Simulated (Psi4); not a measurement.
O$_{2}$ (SMILES O=O), triplet, geometry from GFN2-xTB; MP2/6-31G run with Psi4 1.11.

Psi4 was given this input:
```
memory 2 GB

molecule {
0 3
O    -0.00000000   -0.00000000   -0.60491107
O     0.00000000    0.00000000    0.60491107
}

set {
  basis 6-31g
  reference uhf
  scf_type pk
  mp2_type conv
}

energy('mp2')
print_variables()
```

It wrote (shortened):

```
   => Loading Basis Set <=

    Name: 6-31G
    Role: ORBITAL
    Keyword: BASIS

         ---------------------------------------------------------
                                   SCF
               by Justin Turney, Rob Parrish, Andy Simmonett
                          and Daniel G. A. Smith
                              UHF Reference
         ---------------------------------------------------------

  ==> Geometry <==

    Molecular point group: d2h
    Full point group: D_inf_h

    Geometry (in Angstrom), charge = 0, multiplicity = 3:

       Center              X                  Y                   Z               Mass
    ------------   -----------------  -----------------  -----------------  -----------------
         O            0.000000000000     0.000000000000    -0.604911070000    15.994914619570
         O            0.000000000000     0.000000000000     0.604911070000    15.994914619570

  Running in d2h symmetry.

  Rotational constants: A = ************  B =      1.44013  C =      1.44013 [cm^-1]
  Rotational constants: A = ************  B =  43173.99262  C =  43173.99262 [MHz]
  Nuclear repulsion =   27.993653251278744

  Charge       = 0
  Multiplicity = 3
  Electrons    = 16
  Nalpha       = 9
  Nbeta        = 7

  ==> Algorithm <==

  SCF Algorithm Type is PK.
  DIIS enabled.
  MOM disabled.
  Fractional occupation disabled.
  Guess Type is SAD.
  Energy threshold   = 1.00e-08
  Density threshold  = 1.00e-08
  Integral threshold = 1.00e-12

  ==> Primary Basis <==

  Basis Set: 6-31G
    Blend: 6-31G
    Number of shells: 10
    Number of basis functions: 18
    Number of Cartesian functions: 18
    Spherical Harmonics?: false
    Max angular momentum: 1

  ==> Integral Setup <==

  Using in-core PK algorithm.
   Calculation information:
      Number of atoms:                   2
      Number of AO shells:              10
      Number of primitives:             28
      Number of atomic orbitals:        18
      Number of basis functions:        18

      Integral cutoff                 1.00e-12
      Number of threads:                 1

  Performing in-core PK
  Using 29412 doubles for integral storage.
  We computed 1539 shell quartets total.
  Whereas there are 1540 unique shell quartets.

  ==> DiskJK: Disk-Based J/K Matrices <==

    J tasked:                  Yes
    K tasked:                  Yes
    wK tasked:                  No
    Schwarz Cutoff:          1E-12

  Minimum eigenvalue in the overlap matrix is 3.7998899395E-02.
  Reciprocal condition number of the overlap matrix is 1.4139559472E-02.
    Using symmetric orthogonalization.

  ==> Pre-Iterations <==

  SCF Guess: Superposition of Atomic Densities via on-the-fly atomic UHF (no occupation information).

   -------------------------
    Irrep   Nso     Nmo
   -------------------------
     Ag         5       5
     B1g        0       0
     B2g        2       2
     B3g        2       2
     Au         0       0
     B1u        5       5
     B2u        2       2
     B3u        2       2
   -------------------------
    Total      18      18
   -------------------------

  ==> Iterations <==

                        Total Energy        Delta E     RMS |[F,P]|

   @UHF iter SAD:  -148.83266247103481   -1.48833e+02   0.00000e+00
   @UHF iter   1:  -149.50593393070005   -6.73271e-01   2.93090e-02 DIIS/ADIIS
   @UHF iter   2:  -149.54016100711883   -3.42271e-02   9.73050e-03 DIIS/ADIIS
   @UHF iter   3:  -149.54458136405518   -4.42036e-03   3.89371e-03 DIIS/ADIIS
   @UHF iter   4:  -149.54542212664211   -8.40763e-04   8.91279e-04 DIIS/ADIIS
   @UHF iter   5:  -149.54546984650128   -4.77199e-05   1.50958e-04 DIIS/ADIIS
   @UHF iter   6:  -149.54547115290413   -1.30640e-06   1.29348e-05 DIIS
   @UHF iter   7:  -149.54547116116481   -8.26068e-09   1.85180e-06 DIIS
   @UHF iter   8:  -149.54547116136422   -1.99407e-10   3.56144e-07 DIIS
   @UHF iter   9:  -149.54547116137257   -8.35598e-12   5.10375e-08 DIIS
[...]
  @UHF Final Energy:  -149.54547116137275
    Total Energy =                       -149.5454711613727454
  DIE_IF_NOT_CONVERGED          => (empty)
[...]
  PE                            => (empty)
  PRINT                         => (empty)
  PRINT_NOONS                   => (empty)
  PROPERTIES                    => (empty)
  PROPERTIES_ORIGIN             => (empty)
  PUREAM                        => (empty)
  QC_MODULE                     => (empty)
  RAS1                          => (empty)
  RAS2                          => (empty)
  RAS3                          => (empty)
  RAS4                          => (empty)
  RELATIVISTIC                  => (empty)
  RELAXED                       => (empty)
  REMP_A                        => (empty)
  RESTRICTED_DOCC               => (empty)
  RESTRICTED_UOCC               => (empty)
  RMS_MOGRAD_CONVERGENCE        => (empty)
  R_CONVERGENCE                 => (empty)
  SCF_TYPE                      => PK              !
  SCREENING                     => (empty)
  SCS_TYPE                      => (empty)
  SOCC                          => (empty)
  SOS_TYPE                      => (empty)
  SPIN_SCALE_TYPE               => NONE            !
  SS_SCALE                      => (empty)
  SYMMETRIZE                    => (empty)
  TPDM_ABCD_TYPE                => (empty)
  WFN                           => (empty)
  WFN_TYPE                      => OMP2            !
  WRITER_FILE_LABEL             => (empty)
  ZORA_BASIS_TOLERANCE          => (empty)
  ZORA_NR_DEBUG                 => (empty)
  ZORA_PRUNING_SCHEME           => (empty)
  ZORA_RADIAL_POINTS            => (empty)
  ZORA_SPHERICAL_POINTS         => (empty)

 ==============================================================================
 ==============================================================================
 ==============================================================================

                             MP2
                    Program Written by Ugur Bozkaya,
              Additional Contributions by J. P. Misiewicz

 ==============================================================================
 ==============================================================================
 ==============================================================================

	MO spaces per irreps...

	IRREP   FC   AOCC  BOCC  AVIR    BVIR  FV
	==========================================
	  Ag     0     3     3     2      2     0
	 B1g     0     0     0     0      0     0
	 B2g     0     1     0     1      2     0
	 B3g     0     1     0     1      2     0
	  Au     0     0     0     0      0     0
	 B1u     0     2     2     3      3     0
	 B2u     0     1     1     1      1     0
	 B3u     0     1     1     1      1     0
	==========================================

	Computing MP2 energy using SCF MOs (Canonical MP2)...
	==============================================================================
	Nuclear Repulsion Energy (a.u.)    :    27.99365325127874
	SCF Energy (a.u.)                  :  -149.54547116137275
	REF Energy (a.u.)                  :  -149.54547116137275
	Alpha-Alpha Contribution (a.u.)    :    -0.02442245181277
	Alpha-Beta Contribution (a.u.)     :    -0.16085105475678
	Beta-Beta Contribution (a.u.)      :    -0.05494459225321
	Scaled_SS Correlation Energy (a.u.):    -0.02645568135533
	Scaled_OS Correlation Energy (a.u.):    -0.19302126570814
	SCS-MP2 Total Energy (a.u.)        :  -149.76494810843622
	SOS-MP2 Total Energy (a.u.)        :  -149.73849242708090
	SCSN-MP2 Total Energy (a.u.)       :  -149.68515715892889
	SCS-MP2-VDW Total Energy (a.u.)    :  -149.79104403349442
	SOS-PI-MP2 Total Energy (a.u.)     :  -149.77066263803223
	MP2 Correlation Energy (a.u.)      :    -0.24021809882277
	MP2 Total Energy (a.u.)            :  -149.78568926019551
	==============================================================================

  Variable Map:
  ----------------------------------------------------------------------------
[...]
  Array Variable Map:
  ----------------------------------------------------------------------------
[...]
[...]
```
